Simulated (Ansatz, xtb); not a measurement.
Two structures of C4H6BCl

We compare I, a singlet given by its coordinates, with II, `B/C(Cl)=C/C=C`, a singlet. Both are isolated molecules in the gas phase, relaxed with B3LYP/def2-SVP; the shapes shown needn't be the lowest conformers.

I (Å):

```csv
atom,x (Å),y (Å),z (Å)
C,-2.3175,1.4646,1.9854
C,-1.9043,1.9367,0.7931
C,-1.2265,1.0699,-0.1606
C,-0.7466,1.3453,-1.3793
B,-2.1166,-0.0210,2.4528
Cl,-1.0574,-0.5919,0.4850
H,-3.0559,-0.7828,2.4121
H,-1.2365,-0.2751,3.2436
H,-2.8235,2.1621,2.6664
H,-2.0477,2.9739,0.4735
H,-0.2540,0.5971,-2.0005
H,-0.8515,2.3602,-1.7701
```

Close contacts (Å): C1–C2 1.35, C1–B5 1.57, C2–C3 1.46, C3–C4 1.34, C3–Cl6 1.79, B5–Cl6 2.31, C1–H9 1.10, C2–H10 1.09, C4–H11 1.09, C4–H12 1.09, B5–H7 1.21, B5–H8 1.21.

II (Å):

```xyz
12

C    -2.6579    1.4703    1.3751
C    -1.5528    0.8747    0.8373
C    -0.8417    1.2436   -0.3681
C     0.2451    0.5809   -0.8084
B    -3.3096    0.9657    2.6711
Cl   -3.3709    2.8702    0.5612
H    -4.2825    1.4937    3.1418
H    -2.8117    0.0095    3.2145
H    -1.1662    0.0141    1.3947
H    -1.2255    2.1022   -0.9267
H     0.6478   -0.2811   -0.2667
H     0.7642    0.8801   -1.7224
```

Energies in hartree; the thermal terms are from GFN2-xTB frequencies at re-optimised GFN2-xTB minima (ideal gas, soft modes damped towards free rotors, one conformer each, 298.15 K, 1 atm) and include the zero-point energy:

|  | I | II |
| --- | --- | --- |
| E, CCSD(T)/def2-SVP | −639.648575 | −639.650958 |
| E, MP2/def2-SVP | −639.557773 | −639.559892 |
| E, MP2/def2-TZVPP | −640.099979 | −640.100986 |
| zero-point energy | 0.086216 | 0.084680 |
| H(298 K) − E | 0.093378 | 0.092975 |
| G(298 K) − E | 0.056395 | 0.053164 |

Problem. Correct the CCSD(T) difference for the basis set by the MP2 change, then work out ΔE, ΔE₀, ΔH and ΔG for I → II in kJ/mol (1 Eh = 2625.50 kJ/mol) and the equilibrium ratio [II]/[I].

Solution. 1. Differences II − I: CCSD(T) −0.002383, MP2 in the small set −0.002119, MP2 in the large set −0.001007 Eh.
2. ΔE = −0.002383 + (−0.001007 − (−0.002119)) = −0.001271 Eh = −3.34 kJ/mol.
3. ΔE₀ = ΔE + ΔZPE = −0.001271 + (−0.001536) Eh = −7.37 kJ/mol.
4. ΔH = ΔE + (−0.000403) Eh = −4.40 kJ/mol.
5. ΔG = ΔE + (−0.003231) Eh = −11.82 kJ/mol, so ΔS = (ΔH − ΔG)/T = +24.9 J/(mol K).
6. kT = 0.9442 mEh, so K = [II]/[I] = exp(−ΔG/kT) = exp(+4.77) ≈ 120.

Structure II is favoured at this temperature. An error of 4 kJ/mol in ΔG would change K by a factor of 5. Mirror images and further conformers aren't counted.

Other levels gave ΔE = −11.7 (B3LYP/def2-SVP); −31.3 (HF/def2-SVP); −5.6 (MP2/def2-SVP); −6.3 (CCSD(T)/def2-SVP) kJ/mol. The correlated steps freeze 10 core orbitals. Programs: Ansatz 0.2.0, xtb 6.7.1.
